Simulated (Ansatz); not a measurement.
Born–Oppenheimer molecular dynamics of ClF₂H₃HfO (8 atoms, charge 0, multiplicity 1). It starts at the highest image of a converged band, a first-order saddle point between two minima.

Computed with RKS BLYP-D4/def2-SVP in Ansatz.

* ensemble: NVE (velocity Verlet)
* time step: 0.5 fs
* steps asked: 200
* starting velocities drawn for: 100 K
* seed: 8813

First frame:

```xyz
8
Properties=species:S:1:pos:R:3
Hf 0.074 0.324 -0.050
O 0.360 -0.022 2.082
H -0.226 -0.469 2.725
F 1.761 -0.255 -0.751
Cl -0.842 1.791 -1.688
F -1.260 -1.062 -0.072
H 0.155 1.970 1.205
H 0.229 1.167 1.945
```

Q: How far do the bonds stretch over the last three quarters of this one trajectory? (Pairs bonded in most of those frames.)

A: 
```tsv
bond	mean (Å)	spread (Å)	shortest	longest
Hf1–O2	1.981	0.112	1.82	2.18
Hf1–F4	1.923	0.005	1.91	1.93
Hf1–Cl5	2.410	0.014	2.39	2.43
Hf1–F6	1.913	0.009	1.90	1.93
O2–H3	0.972	0.002	0.97	0.98
H7–H8	0.774	0.013	0.76	0.83
```

Mean temperature of the second half: 1119 K. The conserved energy stayed within 0.028 meV per atom of its start (net change 0.021 meV per atom), so the integration is sound. The kinetic energy rose, since the run started high on the potential surface and went downhill. It ends in pieces (ClF2HHfO + H2), so much of that is their flight and rotation, not heat. A run of 0.1 ps of so small a system gives no equilibrium averages. The orbitals stay closed-shell, which can raise the energy where a bond breaks towards radicals; this wasn't checked here.

The run took 8.5 min on 2 threads of Arm Neoverse V1, with other jobs on the host, peak memory 0.21 GiB.
